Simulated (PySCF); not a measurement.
**Polarisability and C₆ of Fe⁺ (iron, charge +1)**

[Ar] 3d6 4s1, high-spin 6D determinant. Calculation: PySCF 2.14, in aug-cc-pVQZ-DK; scalar relativity by spin-free X2C-1e. Coupled (time-dependent) response in atomic units; α is the mean over directions.

```json
{"method": "PBE0", "mean α (bohr³)": "26.50", "α xx, yy, zz": "26.01, 26.01, 27.48", "C₆ (like pair)": "133.0", "S(−4)": "575.3"}
```

S(−4) is the Cauchy moment in α(ω) = α(0) + S(−4) ω² + …

α(iu) at PBE0:

```tsv
u (hartree)	α(iu) (bohr³)
0	26.50
0.0500	25.15
0.100	21.92
0.200	15.04
0.300	10.49
0.500	6.098
0.750	3.893
1.00	2.836
1.50	1.806
2.00	1.291
3.00	0.7727
5.00	0.3747
```

A single London oscillator, α(iu) = α/(1 + u²/ω²), gives C₆ = (3/4) ω α². Matching the computed C₆ needs ω = 4 × 133.0 / (3 × 26.50²) = 0.253 hartree.

For an ion, C₆ is the dispersion term alone; charge-induced terms of lower order in 1/R come first.

The components differ because the open shell of this determinant is not spherical; for a pure term their mean is the scalar polarisability.
